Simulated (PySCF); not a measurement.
CH₃F, charge +1, doublet, at a GFN2-xTB geometry (a state made from the parent by changing its charge; the spin is typed, not shown lowest); MP2/6-311+G(2d,p) (PySCF).

PySCF was given this input:
```python
from pyscf import gto, scf, mp

mol = gto.Mole()
mol.atom = '''
    C    -0.573091    0.083992    0.112141
    F     0.703991   -0.111493   -0.094918
    H    -0.844972   -0.070800    1.167900
    H    -0.879225    1.081546   -0.338626
    H    -1.173176   -0.511259   -0.647857
'''
mol.basis = '6-311+g(2d,p)'
mol.charge = 1
mol.spin = 1
mol.verbose = 4
mol.build()

mf = scf.UHF(mol)
mf.kernel()

pt = mp.MP2(mf, frozen=2)
pt.kernel()
print('E(MP2) = %.10f' % pt.e_tot)
```

Output, abridged:

```
PySCF version 2.14.0

[INPUT] verbose = 4
[INPUT] num. atoms = 5
[INPUT] num. electrons = 17
[INPUT] charge = 1
[INPUT] spin (= nelec alpha-beta = 2S) = 1
[INPUT] symmetry False subgroup None
[INPUT] Mole.unit = angstrom
[INPUT] Symbol           X                Y                Z      unit          X                Y                Z       unit  Magmom
[INPUT]  1 C     -0.573091000000   0.083992000000   0.112141000000 AA   -1.082985034453   0.158721876654   0.211915777335 Bohr   0.0
[INPUT]  2 F      0.703991000000  -0.111493000000  -0.094918000000 AA    1.330350184159  -0.210691234806  -0.179369024291 Bohr   0.0
[INPUT]  3 H     -0.844972000000  -0.070800000000   1.167900000000 AA   -1.596765662926  -0.133792609619   2.207011140880 Bohr   0.0
[INPUT]  4 H     -0.879225000000   1.081546000000  -0.338626000000 AA   -1.661494451871   2.043825731119  -0.639910398657 Bohr   0.0
[INPUT]  5 H     -1.173176000000  -0.511259000000  -0.647857000000 AA   -2.216981335913  -0.966139488719  -1.224272297882 Bohr   0.0

nuclear repulsion = 38.339764833946
number of shells = 34
number of NR pGTOs = 104
number of NR cGTOs = 72
basis = 6-311+g(2d,p)
ecp = {}

******** <class 'pyscf.scf.uhf.UHF'> ********
method = UHF
initial guess = minao
damping factor = 0
level_shift factor = 0
DIIS = <class 'pyscf.scf.diis.CDIIS'>
diis_start_cycle = 1
diis_space = 8
diis_damp = 0
SCF conv_tol = 1e-09
SCF conv_tol_grad = None
SCF max_cycles = 50
direct_scf = True
direct_scf_tol = 1e-13
number electrons alpha = 9  beta = 8
Set gradient conv threshold to 3.16228e-05
init E= -139.12870570926

cycle= 1 E= -138.513504461272  delta_E= 0.615  |g|= 0.456  |ddm|= 0.99
cycle= 2 E= -138.608254965335  delta_E= -0.0948  |g|= 0.263  |ddm|= 0.393
cycle= 3 E= -138.630506104425  delta_E= -0.0223  |g|= 0.0608  |ddm|= 0.135
cycle= 4 E= -138.632119035382  delta_E= -0.00161  |g|= 0.0232  |ddm|= 0.0449
cycle= 5 E= -138.632533302732  delta_E= -0.000414  |g|= 0.00932  |ddm|= 0.0211
cycle= 6 E= -138.63273415508  delta_E= -0.000201  |g|= 0.00665  |ddm|= 0.0135
cycle= 7 E= -138.632891802356  delta_E= -0.000158  |g|= 0.00473  |ddm|= 0.0135
cycle= 8 E= -138.633056039064  delta_E= -0.000164  |g|= 0.00296  |ddm|= 0.021
cycle= 9 E= -138.633132917036  delta_E= -7.69e-05  |g|= 0.00138  |ddm|= 0.0193
cycle= 10 E= -138.633148083618  delta_E= -1.52e-05  |g|= 0.000429  |ddm|= 0.0107
cycle= 11 E= -138.633148864905  delta_E= -7.81e-07  |g|= 0.000151  |ddm|= 0.00214
cycle= 12 E= -138.633148937014  delta_E= -7.21e-08  |g|= 4.82e-05  |ddm|= 0.000674
cycle= 13 E= -138.633148941239  delta_E= -4.23e-09  |g|= 1.59e-05  |ddm|= 9.84e-05
cycle= 14 E= -138.633148941802  delta_E= -5.63e-10  |g|= 4.91e-06  |ddm|= 4.96e-05
Extra cycle  E= -138.633148941825  delta_E= -2.27e-11  |g|= 2.66e-06  |ddm|= 4.41e-06
converged SCF energy = -138.633148941825  <S^2> = 0.77045621  2S+1 = 2.0203527

******** <class 'pyscf.mp.ump2.UMP2'> ********
nocc = (np.int64(7), np.int64(6)), nmo = (70, 70)
frozen orbitals 2
E(UMP2) = -139.009779231885  E_corr = -0.376630290060151
E(SCS-UMP2) = -139.00139303157  E_corr = -0.368244089745473
E_corr(same-spin) = -0.0965910673000483
E_corr(oppo-spin) = -0.280039222760103
E(MP2) = -139.0097792319
```
